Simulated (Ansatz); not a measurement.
Program: Ansatz. Geometries: PBE0-D4/def2-TZVP. ΔE: electronic, gas phase. CBS: MP2 limit from def2 TZ/QZ plus the TZ coupled-cluster correction, frozen cores. DFT in def2-TZVPP. HSE06 is defined as in plane-wave codes. Each species was taken in one conformer, which may not be the lowest.

Consider the formal exchange of groups at the Al–C bond: `[CH3][Al]([NH2])[Cl]` + `N#COCN` → `[NH2][Al]([NH2])[Cl]` + `CCOC#N`.

```tsv
level	ΔE (kcal/mol)	difference from CCSD(T)/CBS
LDA (SPW92)	-17.1	4.9
B97M-V	-20.0	2.0
HSE06-D4	-18.7	3.3
BHLYP-D4	-21.7	0.3
CAM-B3LYP-D4	-20.7	1.3
B2PLYP	-20.5	1.5
PBE-QIDH	-20.7	1.3
PBE	-16.6	5.4
r2SCANh	-19.7	2.3
CCSD(T)/def2-TZVPP	-21.4	0.6
CCSD(T)/CBS	-22.0	0
```

Largest T1 diagnostic among the species: 0.014.

From r2SCAN to r2SCAN0 (25 % exact exchange), in def2-TZVPP and without D4, ΔE moves by −1.0 kcal/mol. In def2-TZVPP, CCSD(T) changes the Hartree–Fock value by +1.6 kcal/mol (the triples alone add +0.6 kcal/mol) and MP2 by +0.9 kcal/mol. Leaving LDA and LC-ωPBE aside and taking each functional with its dispersion term where it has one, the values, not all of them listed here, spread over 4.8 kcal/mol, from BHLYP-D4 to PBE-D4.
